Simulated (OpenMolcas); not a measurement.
## Yb3+: effect of the metal basis and ligand basis

Yb3+ with 6 ligands (fluoride) in octahedral coordination (Oh) at 2.18 Å. A charge of +0.5 e stands 2.8 Å behind each ligand.

* Program: OpenMolcas 26.06
* Method: CASSCF
* Spin-orbit coupling: state interaction with AMFI integrals over the reference wave functions

Fixed: active space 13 electrons in 7 orbitals (4f), DKH2 Hamiltonian.

States (labels of O, the rotations of Oh). Energies in cm-1 above the lowest state or level, χT in cm3 K/mol; under a threefold ground state the first gap can be a small split of the lowest multiplet, not the spin-orbit step.

```
Run   Metal basis  Ligand basis  Ground state  First state of that spin  First gap with spin-orbit (degeneracies)  Width of lowest J  χT at 300 K                      Cost
  A  ANO-RCC-VDZP  ANO-RCC-VDZP           2T1                 2T2 415.4                              261.8 (2, 4)                533        2.355    roughly 9 core-seconds
  B  ANO-RCC-VTZP  ANO-RCC-VTZP           2T1                 2T2 433.1                              270.6 (2, 4)                565        2.342  roughly 100 core-seconds
```

Against A, the width of the lowest J multiplet changes by +6.0 % in B.

Costs are those of the RASSCF and RASSI steps.

Without dynamic correlation the ligand-field splitting of an f shell can come out too small, at times by half. No measured value stands beside these numbers; the geometry was imposed, not optimised, and the real ion may take another.
